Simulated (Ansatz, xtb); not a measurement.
**Relaxing a trial structure of FHOSi2+**

The starting geometry of this gas-phase doublet has its atoms placed at random.

```xyz
5

F    -0.6806   -0.5327   -0.5289
O    -0.4409    0.0292    1.0159
Si    1.2634    1.1493   -0.1943
Si    0.4430   -1.0860   -1.5090
H     0.2165    0.7120    1.6866
```

Problem. One run relaxed it with r2SCAN-D4/def2-SVP. What is a likely outcome?

Solution. It ends as a structure given below by its coordinates. Distances that change by over a tenth: O2–H5 (1.16 → 0.97 Å). Contacts that close: O2–Si3 (2.37 → 1.63 Å).

The energy falls by 7.28 eV over 15 steps:

| step | E − E(last) (eV) |
| --- | --- |
| 1 | 7.282 |
| 3 | 1.383 |
| 4 | 1.088 |
| 6 | 0.210 |
| 7 | 0.052 |
| 9 | 0.002 |
| 10 | 0.002 |
| 12 | 0.000 |
| 13 | 0.000 |
| 15 | 0.000 |

Final geometry (Å):

```yaml
atoms:
  - { symbol: F, position_ang: [-1.1087, -0.8516, -1.5808] }
  - { symbol: O, position_ang: [0.3757, 0.4412, 1.2491] }
  - { symbol: Si, position_ang: [0.9104, 1.1553, -0.1139] }
  - { symbol: Si, position_ang: [0.4143, -1.2369, -1.2363] }
  - { symbol: H, position_ang: [0.2097, 0.7638, 2.1522] }
```

From the same start GFN2-xTB reaches the same bonding as this run.

From so rough a start the end depends on the optimiser's path, so another program may land elsewhere. The end wasn't checked by frequencies. Open shells are spin-unrestricted. Run with Ansatz 0.2.0, 69 s on 1 thread of Intel(R) Xeon(R) 6975P-C (Granite Rapids), on a shared host.
